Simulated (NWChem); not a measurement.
System: HfO$_{2}$; SMILES [O]=[Hf]=[O]

The following NWChem deck was run.

```
start job
memory heap 200 mb stack 900 mb global 1100 mb
geometry units angstroms
  Hf     0.090316    -0.077774     0.091833
  O      0.631232     0.651952    -1.443782
  O     -1.638803     0.215695     0.419290
end
basis spherical
  * library def2-svp
end
ecp
  Hf library def2-ecp
end
dft
  xc xpbe96 cpbe96
  disp vdw 4
  iterations 150
end
driver
  maxiter 120
end
task dft optimize
dft
  grid fine
  convergence energy 1d-8 density 1d-7
end
task dft freq numerical
```

Excerpt of the output:

```
             Northwest Computational Chemistry Package (NWChem) 7.3.0
             --------------------------------------------------------

 C2V symmetry detected

                             Geometry "geometry" -> ""
                             -------------------------

 Output coordinates in angstroms (scale by  1.889725989 to convert to a.u.)

  No.       Tag          Charge          X              Y              Z
 ---- ---------------- ---------- -------------- -------------- --------------
    1 Hf                  72.0000     0.00000000     0.00000000     0.17995408
    2 O                    8.0000     1.48445414     0.00000000    -0.80979338
    3 O                    8.0000    -1.48445414     0.00000000    -0.80979338

 Effective nuclear repulsion energy (a.u.)     353.0887875061

      Symmetry information
      --------------------

 Group name             C2v
 Group number             16
 Group order               4
 No. of unique centers     2

                                Z-matrix (autoz)
                                --------

 Units are Angstrom for bonds and degrees for angles

      Type          Name      I     J     K     L     M      Value
      ----------- --------  ----- ----- ----- ----- ----- ----------
    1 Stretch                  1     2                       1.78415
    2 Stretch                  1     3                       1.78415
    3 Bend                     2     1     3               112.61391

                           NWChem Geometry Optimization
                           ----------------------------

 maximum gradient threshold         (gmax) =   0.000450
 rms gradient threshold             (grms) =   0.000300
 maximum cartesian step threshold   (xmax) =   0.001800
 rms cartesian step threshold       (xrms) =   0.001200
 fixed trust radius                (trust) =   0.300000
 source of zmatrix                         =   autoz

          -------------------
          Energy Minimization
          -------------------

 Using diagonal initial Hessian
 Scaling for Hessian diagonals: bonds = 1.00  angles = 0.25  torsions = 0.10

          --------
          Step   0

                                 NWChem DFT Module
                                 -----------------

 Summary of "ao basis" -> "ao basis" (spherical)
 ------------------------------------------------------------------------------
       Tag                 Description            Shells   Functions and Types
 ---------------- ------------------------------  ------  ---------------------
 Hf                         def2-svp                12       32   6s3p2d1f
 O                          def2-svp                 6       14   3s2p1d

      Symmetry analysis of basis
      --------------------------

        a1         25
        a2          7
        b1         17
        b2         11

            General Information
            -------------------
          SCF calculation type: DFT
          Wavefunction type:  closed shell.
          No. of atoms     :     3
          No. of electrons :    28
           Alpha electrons :    14
            Beta electrons :    14
          Charge           :     0
          Spin multiplicity:     1
          Use of symmetry is: on ; symmetry adaption is: on
          Maximum number of iterations: 150
          AO basis - number of functions:    60
                     number of shells:    24
          Convergence on energy requested:  1.00D-06
          Convergence on density requested:  1.00D-05
          Convergence on gradient requested:  5.00D-04

              XC Information
              --------------
          PerdewBurkeErnzerhof Exchange Functional  1.000
            Perdew 1991 LDA Correlation Functional  1.000 local
           PerdewBurkeErnz. Correlation Functional  1.000 non-local

             Grid Information
             ----------------
          Grid used for XC integration:  medium
          Radial quadrature: Mura-Knowles
          Angular quadrature: Lebedev.
          Tag              B.-S. Rad. Rad. Pts. Rad. Cut. Ang. Pts.
          ---              ---------- --------- --------- ---------
          Hf                  1.55      123           9.0       590
          O                   0.60       49           8.0       434
          Grid pruning is: on
          Number of quadrature shells:   172
          Spatial weights used:  Erf1

           DFT-D3BJ Model
          s6 scale factor  :        1.000000000000
          s8 scale factor  :        0.787500000000
          a1 parameter     :        0.428900000000
          a2 parameter     :        4.440700000000
              vdW contrib  :       -0.001493589592

      Superposition of Atomic Density Guess
      -------------------------------------

 Sum of atomic energies:        -201.32054803

      Non-variational initial energy
      ------------------------------

 Total energy =    -196.349776
 1-e energy   =    -419.971974
 2-e energy   =     155.267951
 HOMO         =      -0.443376
 LUMO         =      -0.146149

      Symmetry analysis of molecular orbitals - initial
      -------------------------------------------------

  Numbering of irreducible representations:

     1 a1          2 a2          3 b1          4 b2

  Orbital symmetries:

     1 a1          2 b1          3 a1          4 b1          5 a1
     6 b2          7 a1          8 b1          9 a1         10 a2
    11 b1         12 b2         13 a1         14 b1         15 a1
    16 b2         17 a1         18 b1         19 b2         20 a1
    21 a2         22 a1         23 b1         24 a1

   convergence    iter        energy       DeltaE   RMS-Dens  Diis-err
 ---------------- ----- ----------------- --------- --------- ---------
 d= 0,ls=0.0,diis     1   -197.6479252915 -2.66D+02  1.06D-01  4.03D+00
 d= 0,ls=0.0,diis     2   -182.8717409410  1.48D+01  9.41D-02  7.29D+01
 d= 0,ls=0.0,diis     3   -198.2187070979 -1.53D+01  6.25D-03  2.83D-01
 d= 0,ls=0.0,diis     4   -198.2281910882 -9.48D-03  2.05D-03  1.23D-01
 d= 0,ls=0.0,diis     5   -198.2350618885 -6.87D-03  1.60D-03  8.22D-02
  Resetting Diis
 d= 0,ls=0.0,diis     6   -198.2423278986 -7.27D-03  1.14D-03  1.67D-02
 d= 0,ls=0.0,diis     7   -198.2441332734 -1.81D-03  4.16D-04  9.92D-05
 d= 0,ls=0.0,diis     8   -198.2440617336  7.15D-05  3.32D-04  7.92D-04
 d= 0,ls=0.0,diis     9   -198.2441331680 -7.14D-05  1.06D-04  1.01D-04
 d= 0,ls=0.0,diis    10   -198.2441449104 -1.17D-05  4.88D-06  1.70D-07
 d= 0,ls=0.0,diis    11   -198.2441449317 -2.13D-08  2.73D-07  2.40D-10

         Total DFT energy =     -198.244144931673
      One electron energy =     -424.170001220919
           Coulomb energy =      180.611944726609
    Exchange-Corr. energy =      -23.038842150265
 Nuclear repulsion energy =       68.354247302494

    Dispersion correction =       -0.001493589592

 Numeric. integr. density =       27.999997778285

                  Occupations of the irreducible representations
                  ----------------------------------------------

                     irrep           alpha         beta
                     --------     --------     --------
                     a1                6.0          6.0
                     a2                1.0          1.0
                     b1                5.0          5.0
                     b2                2.0          2.0

                       DFT Final Molecular Orbital Analysis
                       ------------------------------------

 Vector   12  Occ=2.000000D+00  E=-2.395854D-01  Symmetry=b2
              MO Center=  8.5D-13,  2.5D-14, -6.8D-01, r^2= 2.7D+00
   Bfn.  Coefficient  Atom+Function         Bfn.  Coefficient  Atom+Function
  ----- ------------  ---------------      ----- ------------  ---------------
    37      0.394609  2 O  py                51      0.394609  3 O  py
    17     -0.316832  1 Hf d -1              40      0.273380  2 O  py
    54      0.273380  3 O  py                 8     -0.133059  1 Hf py
    14      0.108706  1 Hf py                22     -0.079238  1 Hf d -1
    26      0.039924  1 Hf f -3              11      0.038650  1 Hf py

 Vector   13  Occ=2.000000D+00  E=-2.336412D-01  Symmetry=a1
              MO Center=  4.3D-13,  1.4D-14, -5.6D-01, r^2= 3.1D+00
   Bfn.  Coefficient  Atom+Function         Bfn.  Coefficient  Atom+Function
  ----- ------------  ---------------      ----- ------------  ---------------
     5      0.408472  1 Hf s                 36     -0.401920  2 O  px
    50      0.401920  3 O  px                 3     -0.320993  1 Hf s
    39     -0.245680  2 O  px                53      0.245680  3 O  px
    18      0.230999  1 Hf d  0               2      0.184550  1 Hf s
    20      0.183006  1 Hf d  2              35     -0.119785  2 O  s

 Vector   14  Occ=2.000000D+00  E=-1.903684D-01  Symmetry=b1
              MO Center=  2.8D-14, -1.1D-16, -8.0D-01, r^2= 2.8D+00
   Bfn.  Coefficient  Atom+Function         Bfn.  Coefficient  Atom+Function
  ----- ------------  ---------------      ----- ------------  ---------------
    38      0.452635  2 O  pz                52     -0.452635  3 O  pz
    41      0.322625  2 O  pz                55     -0.322625  3 O  pz
     7     -0.197479  1 Hf px                19      0.130562  1 Hf d  1
    24     -0.109269  1 Hf d  1              30      0.048969  1 Hf f  1
    34     -0.031144  2 O  s                 48      0.031144  3 O  s

[...]

      ----------------------
      Optimization converged
      ----------------------

  Step       Energy      Delta E   Gmax     Grms     Xrms     Xmax
  ---- ---------------- -------- -------- -------- -------- --------
@    2    -198.24681270 -1.2D-06  0.00026  0.00021  0.00047  0.00091
                                     ok       ok       ok       ok

                                Z-matrix (autoz)
                                --------

 Units are Angstrom for bonds and degrees for angles

      Type          Name      I     J     K     L     M      Value     Gradient
      ----------- --------  ----- ----- ----- ----- ----- ---------- ----------
    1 Stretch                  1     2                       1.79841    0.00026
    2 Stretch                  1     3                       1.79841    0.00026
    3 Bend                     2     1     3               105.53978    0.00005

                         Geometry "geometry" -> "geometry"
                         ---------------------------------

 Output coordinates in angstroms (scale by  1.889725989 to convert to a.u.)

  No.       Tag          Charge          X              Y              Z
 ---- ---------------- ---------- -------------- -------------- --------------
    1 Hf                  72.0000     0.00000000     0.00000000     0.24550425
    2 O                    8.0000     1.43191979     0.00000000    -0.84256846
    3 O                    8.0000    -1.43191979     0.00000000    -0.84256846

 Effective nuclear repulsion energy (a.u.)     350.7977756624

      Symmetry information
      --------------------

 Group name             C2v
 Group number             16
 Group order               4
 No. of unique centers     2

                Final and change from initial internal coordinates
                --------------------------------------------------

                                Z-matrix (autoz)
                                --------

 Units are Angstrom for bonds and degrees for angles

      Type          Name      I     J     K     L     M      Value       Change
      ----------- --------  ----- ----- ----- ----- ----- ---------- ----------
    1 Stretch                  1     2                       1.79841    0.01426
    2 Stretch                  1     3                       1.79841    0.01426
    3 Bend                     2     1     3               105.53978   -7.07413

 ==============================================================================
                                internuclear distances
 ------------------------------------------------------------------------------
       center one      |      center two      | atomic units |  angstroms
 ------------------------------------------------------------------------------
    2 O                |   1 Hf               |     3.39851  |     1.79841
    3 O                |   1 Hf               |     3.39851  |     1.79841
 ------------------------------------------------------------------------------
                         number of included internuclear distances:          2
 ==============================================================================

[second-derivative integrals and response iterations left out]

  Vibrational analysis via the FX method

  See chapter 2 in "Molecular Vibrations" by Wilson, Decius and Cross

  Vib: Default input used

 ---------------------------- Atom information ----------------------------
     atom    #        X              Y              Z            mass
 --------------------------------------------------------------------------
    Hf       1  0.0000000D+00  0.0000000D+00  4.6393576D-01  1.7994680D+02
    O        2  2.7059360D+00  0.0000000D+00 -1.5922235D+00  1.5994910D+01
    O        3 -2.7059360D+00  0.0000000D+00 -1.5922235D+00  1.5994910D+01
 --------------------------------------------------------------------------

[unprojected Hessian and modes left out]

        Vibrational analysis via the FX method
  --- with translations and rotations projected out ---
  --- via the Eckart algorithm                      ---
 Projected Nuclear Hessian trans-rot subspace norm:1.0785D-32
                         (should be close to zero!)

[projected Hessian left out]

 Rotational Constants
 --------------------
 A=   0.524245 cm-1  (  0.754255 K)
 B=   0.257011 cm-1  (  0.369773 K)
 C=   0.172461 cm-1  (  0.248128 K)

 Temperature                      =   298.15K
 frequency scaling parameter      =   1.0000

 Zero-Point correction to Energy  =    2.830 kcal/mol  (  0.004509 au)
 Thermal correction to Energy     =    4.957 kcal/mol  (  0.007899 au)
 Thermal correction to Enthalpy   =    5.549 kcal/mol  (  0.008842 au)

 Total Entropy                    =   66.088 cal/mol-K
   - Translational                =   41.938 cal/mol-K (mol. weight = 211.9366)
   - Rotational                   =   22.368 cal/mol-K (symmetry #  =        2)
   - Vibrational                  =    1.782 cal/mol-K

 Cv (constant volume heat capacity) =    8.810 cal/mol-K
   - Translational                  =    2.979 cal/mol-K
   - Rotational                     =    2.979 cal/mol-K
   - Vibrational                    =    2.851 cal/mol-K

[normal modes left out]

 ----------------------------------------------------------------------------
 Normal Eigenvalue ||           Projected Infra Red Intensities
  Mode   [cm**-1]  || [atomic units] [(debye/angs)**2] [(KM/mol)] [arbitrary]
 ------ ---------- || -------------- ----------------- ---------- -----------
    1       -0.000 ||    0.018928           0.437        18.452       6.268
    2        0.000 ||    0.010650           0.246        10.383       3.527
    3        0.000 ||    0.029956           0.691        29.203       9.920
    4        0.000 ||    0.029956           0.691        29.203       9.920
    5        0.000 ||    0.000000           0.000         0.000       0.000
    6        0.000 ||    0.004290           0.099         4.182       1.421
    7      298.304 ||    0.005132           0.118         5.003       1.700
    8      803.434 ||    0.155143           3.579       151.241      51.378
    9      878.646 ||    0.017714           0.409        17.269       5.866
 ----------------------------------------------------------------------------
```

Level: PBE-D3(BJ)/def2-SVP with def2 effective core potentials on Hf. def2 effective core potentials on Hf; no spin-orbit coupling.
